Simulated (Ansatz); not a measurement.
A structure relaxed at r2SCAN-D4/def2-TZVP in Ansatz, charge 1, singlet:

Cartesian coordinates in Å:
```
Ga 0.380 -2.039 1.518
Ga -1.355 1.846 -1.168
Sb 0.975 0.193 -0.350
```

(1) Give its formula and point group.

(2) Summarise the bond lengths by kind (pairs closer than 1.2 times the sum of covalent radii, bridged metal pairs left out).

Results:

(1) the cluster Ga2Sb⁺. Point group C2v (tolerance 0.1 Å).

(2) 2 × Ga–Sb 2.97 Å.

In the def2 sets Sb takes a core potential; there is no spin–orbit coupling. The restricted singlet is unstable: a solution with broken spin symmetry lies lower. An occupied level lies above an empty one. At r2SCAN-D4/def2-TZVP a triplet of charge 1 lies 1.14 eV below the restricted singlet, each at its own geometry. The structure comes from a short search, and lower isomers may exist.
